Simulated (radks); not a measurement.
Values are calculated unless marked as measured or tabulated.
All-electron atom: the tellurium ion Te5+ in [Kr] 4d(3/2: 4, 5/2: 5) 5s2 (not the ground configuration). Code: a radial shooting solver on a logarithmic mesh with Libxc functionals. Model: Dirac Kohn-Sham, PBE, spin-unpolarised, spherical densities, finite nucleus; Fermi nuclear charge, rms radius 4.7423 fm.

X-ray form factor f0, the Fourier transform of the density (f0(0) = 47):

sin(theta)/lambda (1/angstrom),f0 (electrons)
0.05,46.561
0.1,45.310
0.15,43.421
0.2,41.121
0.25,38.628
0.3,36.111
0.4,31.416
0.5,27.446
0.6,24.257
0.8,19.832
1,16.992
1.25,14.215
1.5,11.721
2,7.939
